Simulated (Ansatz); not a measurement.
Reaction (substitution at a C–O bond): `N=C(O)[SiH3]` + `BS` → `BSC(=N)[SiH3]` + H₂O

Isolated molecules relaxed with PBE0-D4/def2-TZVP in Ansatz; ΔE leaves out vibrations. CCSD(T)/CBS is the MP2 limit (def2-TZVPP, def2-QZVPP) plus CCSD(T) − MP2 in def2-TZVPP, frozen cores. This one scheme is used for every species. Functionals use def2-TZVPP. B3LYP here is the variant with VWN-RPA as its local correlation; programs differ in this. One conformer a species, not always the lowest.

(1) Is it downhill or uphill in electronic energy at CCSD(T)/CBS, and by how much? (An estimate is asked.)

(2) What do these levels give: PBE-D4, r2SCAN-D4, ωB97X-V, ωB97M-V, PBE, B3LYP, SCS-MP2/def2-TZVPP, MP2/def2-QZVPP, SCS-MP2/def2-QZVPP, HF/CBS(def2), MP2/CBS(def2), CCSD/CBS(def2)? (An estimate is asked.)

Largest T1 diagnostic among the species: 0.015.

Answers

(1) The calculation gave: Uphill: ΔE = +0.09 eV.

(2) The calculation gave: PBE-D4 0.18, r2SCAN-D4 0.23, ωB97X-V 0.28, ωB97M-V 0.24, PBE 0.25, B3LYP 0.32, SCS-MP2/def2-TZVPP 0.16, MP2/def2-QZVPP 0.05, SCS-MP2/def2-QZVPP 0.12, HF/CBS(def2) 0.44, MP2/CBS(def2) 0.03, CCSD/CBS(def2) 0.14 eV.

The D4 term adds −0.13 eV with B3LYP and −0.07 eV with PBE0; it sums over pairs of atoms, weighted by their polarisabilities, and B3LYP, whose exchange is more repulsive, gets the larger term. In def2-TZVPP, CCSD(T) changes the Hartree–Fock value by −0.28 eV (the triples alone add −0.05 eV) and MP2 by −0.35 eV.
